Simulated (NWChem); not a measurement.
System meant: C$_{2}$H$_{3}$ClF$_{2}$Si; SMILES FC(F)=C[SiH2]Cl

Here is an NWChem input.

```
start job
memory heap 200 mb stack 900 mb global 1100 mb
geometry units angstroms noautoz
  F     -0.654595    -1.962076     1.114654
  C      0.269042    -1.722462     0.219303
  F      1.031922    -2.774840     0.086254
  C      0.408178    -0.584017    -0.455792
  Si    -0.684845     0.896226    -0.251960
  Cl     0.246370     2.330968     0.922804
  H      1.246886    -0.560377    -1.156544
  H     -0.930046     1.512299    -1.583617
  H     -1.962221     0.516840     0.406201
end
basis spherical
  * library def2-svp
end
dft
  odft
  mult 2
  xc xpbe96 cpbe96
  iterations 150
  mulliken
end
task dft energy
```

End of the output:

```
                                 NWChem DFT Module
                                 -----------------

 Summary of "ao basis" -> "ao basis" (spherical)
 ------------------------------------------------------------------------------
       Tag                 Description            Shells   Functions and Types
 ---------------- ------------------------------  ------  ---------------------
 F                          def2-svp                 6       14   3s2p1d
 C                          def2-svp                 6       14   3s2p1d
 Si                         def2-svp                 8       18   4s3p1d
 Cl                         def2-svp                 8       18   4s3p1d
 H                          def2-svp                 3        5   2s1p

 Summary of "ao basis" -> "ao basis" (spherical)
 ------------------------------------------------------------------------------
       Tag                 Description            Shells   Functions and Types
 ---------------- ------------------------------  ------  ---------------------
 F                          def2-svp                 6       14   3s2p1d
 C                          def2-svp                 6       14   3s2p1d
 Si                         def2-svp                 8       18   4s3p1d
 Cl                         def2-svp                 8       18   4s3p1d
 H                          def2-svp                 3        5   2s1p

  number of electrons :                   64
  multiplicity        :                    2
 ------------------------------------------------------------------------
  no. of electrons and multiplicity not compatible                  64
 ------------------------------------------------------------------------
 ------------------------------------------------------------------------
  current input line :
    24: task dft energy
 ------------------------------------------------------------------------
 ------------------------------------------------------------------------
 There is an error in the input file
 ------------------------------------------------------------------------
 For more information see the NWChem manual at https://nwchemgit.github.io

0: no. of electrons and multiplicity not compatible:Received an Error in Communication
```

Task: Can this run be used? If not, why, and what is the fix?

Result: The input was rejected before any calculation. Cause: the multiplicity doesn't fit the number of electrons (an even count wants an odd multiplicity, and the reverse). This input runs:
```
start job
memory heap 200 mb stack 900 mb global 1100 mb
geometry units angstroms noautoz
  F     -0.654595    -1.962076     1.114654
  C      0.269042    -1.722462     0.219303
  F      1.031922    -2.774840     0.086254
  C      0.408178    -0.584017    -0.455792
  Si    -0.684845     0.896226    -0.251960
  Cl     0.246370     2.330968     0.922804
  H      1.246886    -0.560377    -1.156544
  H     -0.930046     1.512299    -1.583617
  H     -1.962221     0.516840     0.406201
end
basis spherical
  * library def2-svp
end
dft
  xc xpbe96 cpbe96
  iterations 150
  mulliken
end
task dft energy
```
It converges to -1026.34770 Ha (PBE/def2-SVP).
